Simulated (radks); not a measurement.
Problem. Charge is removed step by step from the 2s1/2 level of Sm3+, starting from [Xe] 4f5. Code: a radial shooting solver on a logarithmic mesh with Libxc functionals. Model: Dirac Kohn-Sham, BLYP, spin-unpolarised, spherical densities, finite nucleus; open shells are shared between the two j in proportion to 2j + 1; Fermi nuclear charge, rms radius 5.0819 fm. At the starting occupation the eigenvalue is -7647.9 eV. Estimate the energy to remove one whole electron from this level, the eigenvalue at the end, and how far E(n) bends from a straight line.

Solution. Delta-SCF 7728.4 eV; final eigenvalue -7809.4 eV; the deviation from the straight line is -20.187 eV at 0.5 electron removed, the largest on the grid computed. Slater's transition state (half an electron removed) gives 7728.3 eV. Integrating minus the eigenvalue over the occupation (Janak's theorem) gives 7728.4 eV. The mean slope of the eigenvalue, de/dn, is 161 eV per electron.
